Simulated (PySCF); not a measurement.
Species: C6H10FO (doublet state).
Z-matrix (Å and degrees, GFN2-xTB geometry), rows numbered from 1:
```
C 
C   1  1.5238
C   2  1.5280  1  111.34
C   3  1.4927  2  117.78  1   171.06
O   4  1.3893  3   94.89  2  -120.60
C   5  1.4337  4   90.94  3     3.99
C   6  1.5215  3  117.67  2  -124.20
F   7  1.3707  6  109.91  3    78.87
H   1  1.0874  2  110.67  3   -56.93
H   1  1.0876  2  110.61  3    62.82
H   1  1.0870  2  110.44  3  -177.20
H   2  1.0918  1  110.05  3   121.17
H   2  1.0917  1  110.04  3  -120.12
H   3  1.0974  2  108.96  1   -55.40
H   4  1.0718  3  134.04  2    96.61
H   6  1.0950  3  114.62  2     7.38
H   7  1.0948  6  110.42  3  -162.62
H   7  1.0947  6  111.30  3   -40.11
```

The hyperfine couplings belong to this conformer and change with its torsions.

The species is `CC[C@@H]1[CH]O[C@H]1CF` [radical].

Computed with PySCF, UKS B3LYP, pcH-1 on C F H O, non-relativistic, mean-field spin-orbit, GIAO. One conformer (not necessarily the lowest) at the GFN2-xTB geometry, without solvent, vibrations or thermal averaging. A GFN2-xTB geometry isn't a minimum of the functional, and hyperfine couplings can be far from their values at a DFT geometry. Stability of the SCF solution: not tested.

Principal values of hyperfine tensors in MHz (contact and dipolar terms together), for some of the nuclei:

| atom | isotope | A1 | A2 | A3 |
| --- | --- | --- | --- | --- |
| C4 | 13C | 100.89 | 102.06 | 323.32 |
| H14 | 1H | 72.26 | 73.75 | 83.88 |
| C2 | 13C | 45.67 | 45.90 | 54.86 |
| H15 | 1H | -54.54 | -22.18 | 15.62 |
| C3 | 13C | -20.12 | -17.88 | -13.62 |
| C7 | 13C | 9.26 | 9.40 | 11.33 |
| H13 | 1H | -6.11 | -5.01 | 3.35 |
| H12 | 1H | -6.98 | -4.35 | 4.82 |

(1) Split each tensor into its isotropic and traceless parts, and turn a_iso into mT with g = 2.0034.

(2) What spin density at the nucleus of C2 lies behind its contact coupling (g_N = 1.40482)?

(3) O5 (17O, g_N = -0.75752) isn't in the table. Its spin density at the nucleus is 0.04434 bohr⁻³. What is its contact coupling?

(4) Which nucleus of the table has the largest anisotropic coupling, and what is its form?

(5) What first-order splitting does C4 cause when the field lies along A1, A2 or A3 of its tensor (g taken as isotropic, no quadrupole term)?

## Answers

(1) a_iso = (A1 + A2 + A3)/3, Ti = Ai − a_iso; 1 mT corresponds to 28.040 MHz.

```csv
atom,a_iso (MHz),a_iso (mT),T1,T2,T3
C4,175.43,6.256,-74.53,-73.37,147.90
H14,76.63,2.733,-4.37,-2.88,7.25
C2,48.81,1.741,-3.14,-2.91,6.05
H15,-20.37,-0.726,-34.17,-1.81,35.98
C3,-17.20,-0.614,-2.92,-0.67,3.59
C7,10.00,0.357,-0.74,-0.60,1.33
H13,-2.59,-0.092,-3.52,-2.42,5.94
H12,-2.17,-0.077,-4.81,-2.18,6.99
```

(2) a_FC = 800.24 MHz bohr³ × g_N × ρ(0)/(2S). With a_FC = 48.81 MHz and 2S = 1, ρ(0) = 0.04342 bohr⁻³.

(3) By the same relation, a_FC = -26.9 MHz. Its full tensor has the principal values -98.41, 7.39, 10.38 MHz.

(4) C4: -74.5, -73.4, 147.9 MHz, axial, in the ratio −1:−1:+2, the form that spin in one p orbital centred on that nucleus gives.

(5) 2 lines (I = 1/2), spaced by |A_i|/(g × 13.996): 3.60, 3.64, 11.53 mT along the axes of A1, A2 and A3.
